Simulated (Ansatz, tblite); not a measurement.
Adding an electron: the cluster Li₅H₈⁺ (the lowest singlet isomer of a short search). The state is a singlet with charge 1. Geometry: r2SCAN-D4/def2-TZVP. Ansatz, gas phase; energy differences of separate SCF runs; the reduced species was run as a doublet alone.

```xyz
13

Li   -0.3032   -1.3584   -1.9507
Li   -1.3853    0.6421    0.1756
Li    0.6678    0.8616   -1.1192
Li    0.3278    1.3656    1.9375
Li    0.7202   -1.4175    0.8724
H    -1.0322    0.1390   -1.4954
H     0.8050    2.1171    3.8283
H    -0.3793   -0.2675    1.6355
H    -0.4626   -2.9510   -3.2975
H     0.0989    1.8009    0.2824
H     0.9634    2.7118    3.4021
H     1.0722   -1.0660   -0.8204
H    -1.0929   -2.5776   -3.4508
```

The xTB rows come from tblite. In the singlet, H9 and H13 lie 0.75 Å apart, H7 and H11 lie 0.75 Å apart (atoms count from 1), so H2 has formed as a molecule. The structure comes from a short search, and lower isomers may exist.

(1) Estimate orbital energies and vertical electron affinities at: GFN1-xTB; GFN2-xTB; PBE-D4/def2-TZVP; r2SCAN-D4/def2-TZVP; PBE0-D4/def2-TZVP.

Answers

(1) 
```
              level  −HOMO (eV)  −LUMO (eV)  vertical EA (eV)  HOMO–LUMO gap (eV)
           GFN1-xTB       15.91       12.34             10.36                3.57
           GFN2-xTB       13.66        8.73              6.55                4.93
   PBE-D4/def2-TZVP        9.22        5.04              3.49                4.17
r2SCAN-D4/def2-TZVP        9.41        4.50              3.32                4.91
  PBE0-D4/def2-TZVP       10.35        4.41              3.35                5.94
```

  Raw xTB energy differences between charge states are shifted by several eV; the methods need an empirical correction for them.
